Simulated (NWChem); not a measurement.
System: CH3FO2Si; SMILES F[SiH]1OCO1

Input file for NWChem:

```
start job
memory heap 200 mb stack 900 mb global 1100 mb
geometry units angstroms noautoz
  F     -0.479180     1.794312     0.000000
  Si     0.435957     0.484122     0.000000
  O     -0.003471    -0.683468    -1.113300
  C     -0.340500    -1.539440     0.000000
  O     -0.003471    -0.683468     1.113300
  H      1.829994     0.957120     0.000000
  H      0.279348    -2.440905     0.000000
  H     -1.407602    -1.783601     0.000000
end
basis spherical
  * library 6-31g*
end
dft
  xc xwpbe 1.00 cpbe96 1.0 hfexch 1.00
  cam 0.6 cam_alpha 0.0 cam_beta 1.0
  iterations 150
  vectors input atomic output neutral.movecs
end
task dft energy
charge 1
dft
  odft
  mult 2
  vectors input atomic output cation.movecs
end
task dft energy
```

Coordinates come from a B3LYP/6-31G* (spherical d) optimisation.

Ions are spin-unrestricted doublets at the neutral geometry; other ion states weren't tried. Functional: LC-ωPBE (HJS hole) with 6-31G*; the question gives the range parameter ω in 1/bohr.

### Question
What results follow from this input? (LC-wPBE (HJS exchange hole, range parameter 0.6 per bohr)/6-31G* (spherical d), vertical spin-unrestricted ions.) Quantities: vertical ionisation energy, ΔSCF (eV); −ε(HOMO) (eV).

### Answer
```json
{
  "vertical ionisation energy, ΔSCF (eV)": "12.03",
  "−ε(HOMO) (eV)": "12.40"
}
```
